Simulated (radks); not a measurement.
Question: These are the eigenvalues of the occupied orbitals of an atom or ion with whole-number occupations (hartree). Method: Dirac Kohn-Sham, relativistic LDA (MacDonald-Vosko exchange, VWN5 correlation), spin-unpolarised, spherical densities, finite nucleus; Fermi nuclear charge, rms radius of each element as measured or else 0.836 A^(1/3) + 0.57 fm; computed with a radial shooting solver on a logarithmic mesh with Libxc functionals.

orbital  eigenvalue
1s1/2     -654.4879
2s1/2     -93.51523
2p1/2     -86.01668
2p3/2     -82.88571
3s1/2     -17.90281
3p1/2     -15.09228
3p3/2     -14.59046
3d3/2      -9.59649
3d5/2      -9.50399
4s1/2      -4.81500
4p1/2      -3.99104
4p3/2      -3.90901

Which element is it, and in what charge state? The configuration may be excited.

Answer: Z = 40, zirconium, charge +6: Zr6+ in [Ar] 3d10 4s1 4p(1/2: 2, 3/2: 3). The list shows which subshells hold electrons but not how many an open one holds; the 1s level, -654.49 hartree, gives Z - s = 36.2 by -(Z - s)^2/2, which with screening and relativity narrows Z to a few neighbours, and the depths of the outer levels then fix element, charge and occupations together.
